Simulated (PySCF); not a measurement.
C₃H₈AlF, SMILES C[CH](C)[AlH][F].

Geometry optimised at B3LYP-D3(BJ)/def2-SVP. The structure was generated by enumeration; whether it is a known compound was not checked. One conformer was computed; it need not be the lowest.

These are TDDFT-PBE/def2-SVPD in PySCF values and carry that method's errors.

Vertical excitations. Isolated molecule, no solvent.

### Question
List the lowest excited states. (Estimate from the structure and the level; the computed values follow.)

### Answer

| state | energy (eV) | λ (nm) | f | main pairs |
|---|---|---|---|---|
| S1 | 4.60 | 269 | 0.000 | HOMO→LUMO 100 % |
| S2 | 5.71 | 217 | 0.030 | HOMO→LUMO+1 96 % |
| S3 | 6.32 | 196 | 0.003 | HOMO→LUMO+2 99 % |
| S4 | 6.49 | 191 | 0.004 | HOMO−1→LUMO 90 % |
| S5 | 6.58 | 188 | 0.002 | HOMO−2→LUMO 86 % |
| S6 | 6.88 | 180 | 0.044 | HOMO−3→LUMO 75 % |
| S7 | 7.02 | 177 | 0.228 | HOMO→LUMO+3 82 % |
| S8 | 7.23 | 172 | 0.020 | HOMO→LUMO+4 97 % |
| S9 | 7.44 | 167 | 0.005 | HOMO−4→LUMO 89 % |
| S10 | 7.47 | 166 | 0.012 | HOMO−1→LUMO+1 42 %, HOMO→LUMO+5 42 %, HOMO−4→LUMO 8 % |
| T1 | 4.28 | 289 | 0 | HOMO→LUMO 100 % |
| T2 | 5.24 | 236 | 0 | HOMO→LUMO+1 98 % |
| T3 | 6.02 | 206 | 0 | HOMO−1→LUMO 63 %, HOMO−3→LUMO 25 % |
| T4 | 6.14 | 202 | 0 | HOMO→LUMO+2 97 % |
Triplets are in the Tamm–Dancoff approximation, which puts them higher than full response would, so one can lie above its singlet here.
